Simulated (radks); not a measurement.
Spherical quantum dot in the effective-mass picture: electrons in a parabolic well V = omega^2 r^2 / 2 with omega = 2.23, with a point charge +1 (a donor) at the centre, all in effective atomic units (hartree* = m*/eps^2 hartree, bohr* = eps/m* bohr), one dielectric constant everywhere. Calculated with a radial shooting solver with Libxc functionals: non-relativistic Kohn-Sham, r2SCAN, spin-polarised, spherical densities, generalised Kohn-Sham scheme. Levels are named by radial order and angular momentum (1s, 1p, 1d, 2s, ...), and open shells are averaged over m. Results are scaled to m* = 0.176 and eps = 13.8, for which hartree* = 25.15 meV and bohr* = 4.149 nm.

N = 31, configuration 1s2 1p6 1d10 2s2 1f(up 7, down 4). This is the lowest configuration that the search found. Occupied and some empty levels:

level    occupation  eigenvalue (meV)  <r> (nm)
1s up             1            563.20     3.839
1s down           1            563.45     3.805
1p up             3            600.17     5.528
1p down           3            601.17     5.493
2s up             1            627.28     5.639
2s down           1            628.52     5.650
1d up             5            633.36     6.475
1d down           5            634.86     6.456
1f up             7            668.36     7.174
1f down           4            670.14     7.170
2p up             0            672.87     6.324
2p down           0            674.00     6.340
1g up             0            705.62     7.752
1g down           0            707.52     7.758
2d up             0            714.95     7.022
2d down           0            716.16     7.034

Energy (meV): total 12787.2, kinetic 1935.9, external 4308.9, Hartree 7112.6, exchange-correlation -570.09.
